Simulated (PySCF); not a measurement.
**Shapes and spin states of RuH4**

All numbers come from PySCF, PBE0, basis Ru x2c-TZVPall, H x2c-TZVPall (spin-free X2C, no spin–orbit coupling, density fitting).

Relaxations began from a few typed shapes and spin states; open shells are unrestricted. The search is not exhaustive: other isomers or separated fragments can lie lower, and high-lying points may rest on an excited occupation.

```
                                                 spin  group                                                                bonds                                                                                     angles  imaginary modes (cm⁻¹)  ΔE (kJ/mol)  ΔE with ZPE (kJ/mol)
                                              singlet    C4v                                                    Ru–H 1.534 Å (×4)                                                      H–Ru–H 67.2° (×4), H–Ru–H 103.0° (×2)                    none          0.0                   0.0
                                              triplet     Cs               H–H 0.943 Å (×2), Ru–H 1.669 Å (×2), Ru–H 1.703 Å (×2)  H–H–Ru 71.8° (×2), H–H–Ru 75.8° (×2), H–Ru–H 32.4° (×2), H–Ru–H 81.9°, H–Ru–H 109.2° (×2)                    none         70.2                  60.3
                                              triplet     Cs           H–H 0.994 Å, Ru–H 1.590 Å, Ru–H 1.595 Å, Ru–H 1.647 Å (×2)             H–H–Ru 71.5°, H–H–Ru 72.1°, H–Ru–H 36.4°, H–Ru–H 79.7° (×2), H–Ru–H 90.9° (×2)                    553i        115.5                     –
                                              triplet    C2v                                 Ru–H 1.541 Å (×2), Ru–H 1.628 Å (×2)                                             H–Ru–H 61.3°, H–Ru–H 72.8° (×4), H–Ru–H 139.7°                    323i        126.3                     –
singlet (closed shell, unstable to spin polarisation)     Cs  H–H 0.853 Å, Ru–H 1.546 Å, Ru–H 1.608 Å, Ru–H 1.755 Å, Ru–H 1.810 Å                       H–H–Ru 72.6°, H–H–Ru 79.8°, H–Ru–H 27.6°, H–Ru–H 75.0°, H–Ru–H 84.2°                    none        133.6                 131.2
singlet (closed shell, unstable to spin polarisation)    C2v                                 Ru–H 1.555 Å (×2), Ru–H 1.664 Å (×2)                         H–Ru–H 57.2° (×2), H–Ru–H 72.2°, H–Ru–H 129.4° (×2), H–Ru–H 173.4°                    687i        174.0                     –
                                              quintet    C4v                                                    Ru–H 1.656 Å (×4)                                                      H–Ru–H 82.7° (×4), H–Ru–H 138.2° (×2)              242i, 242i        228.7                     –
```

The lowest minimum found is the singlet C4v: Ru–H 1.534 Å (×4); H–Ru–H 67.2° (×4), H–Ru–H 103.0° (×2).

Formally Ru is in oxidation state +4, d4, with 0 unpaired electrons (the high-spin count would be 4). The polar-tensor charge on Ru, 0.33, is far below the formal one.

For the lowest minimum: stability towards spin polarisation was not tested.
